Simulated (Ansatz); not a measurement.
Cost and result for the atomization energy of `[SiH3]NCS` (11 atoms, 10 bonds).

Cartesian coordinates in Å:
```
Si -0.610 1.461 0.623
N 0.501 0.137 0.596
C 0.663 -0.734 -0.520
S -0.635 -2.048 -0.532
H -2.046 1.090 0.761
H -0.238 2.314 1.780
H -0.447 2.192 -0.660
H 0.752 -0.288 1.476
H 0.580 -0.160 -1.445
H 1.639 -1.222 -0.499
H -0.159 -2.742 -1.580
```

The species carries charge 0 and has multiplicity 1. Geometry: relaxed with PBE0-D4/def2-TZVP. It is one conformer, not always the lowest. Program: Ansatz. All runs use 4 threads of an Arm Neoverse V2 on a shared host. Times are those of one run each, without the atoms' runs, and a repeat can differ threefold. Electronic energies, without spin–orbit coupling; frozen cores. CCSD(T)/CBS adds CCSD(T) − MP2 in def2-TZVPP to the MP2 limit, and its time is that of the two runs behind it. T1 = 0.011. B3LYP takes the VWN-RPA correlation (the form of Gaussian; ORCA's B3LYP/G).

CCSD(T)/CBS is a level of theory with its own doubt, some kJ/mol a heavy atom from the limit and from the frozen cores, so smaller differences don't rank the functionals.

```
                             level  functions  wall time
   PBE-D4/def2-TZVPP (with forces)        244      1.9 s
                PBE0-D4/def2-TZVPP        244      2.4 s
 B3LYP-D4/def2-TZVPP (with forces)        244      3.4 s
r2SCAN-D4/def2-TZVPP (with forces)        244      3.7 s
                 B2PLYP/def2-TZVPP        244        4 s
                ωB97X-V/def2-TZVPP        244        6 s
  ωB97M-V/def2-TZVPP (with forces)        244      8.5 s
                    MP2/def2-QZVPP        464       15 s
                CCSD(T)/def2-TZVPP        244       71 s
                 CCSD(T)/CBS(def2)          –       86 s
```

(1) What atomization energy does each give, and how far from CCSD(T)/CBS? (Best estimate.)

Results:

(1) The calculation gave: 
```tsv
level	atomization (kJ/mol)	difference from CCSD(T)/CBS	per bond
PBE-D4/def2-TZVPP (with forces)	3645.0	35.4	3.5
PBE0-D4/def2-TZVPP	3595.3	-14.3	-1.4
B3LYP-D4/def2-TZVPP (with forces)	3615.4	5.8	0.6
r2SCAN-D4/def2-TZVPP (with forces)	3597.7	-11.9	-1.2
B2PLYP/def2-TZVPP	3560.8	-48.8	-4.9
ωB97X-V/def2-TZVPP	3633.4	23.8	2.4
ωB97M-V/def2-TZVPP (with forces)	3626.3	16.7	1.7
MP2/def2-QZVPP	3581.6	-28.0	-2.8
CCSD(T)/def2-TZVPP	3503.4	-106.2	-10.6
CCSD(T)/CBS(def2)	3609.6	0.0	0.0
```

In def2-TZVPP, CCSD(T) changes the Hartree–Fock value by +929.9 kJ/mol (the triples alone add +48.5 kJ/mol) and MP2 by +944.7 kJ/mol; breaking electron pairs costs correlation energy, which Hartree–Fock lacks. The D4 term adds +37.4 kJ/mol with B3LYP and +19.6 kJ/mol with PBE0; it sums over pairs of atoms, weighted by their polarisabilities, and B3LYP, whose exchange is more repulsive, gets the larger term. From PBE to PBE0 (25 % exact exchange), in def2-TZVPP and without D4, the atomization energy moves by −46.1 kJ/mol: exact exchange takes away binding that semilocal exchange gives to molecules.
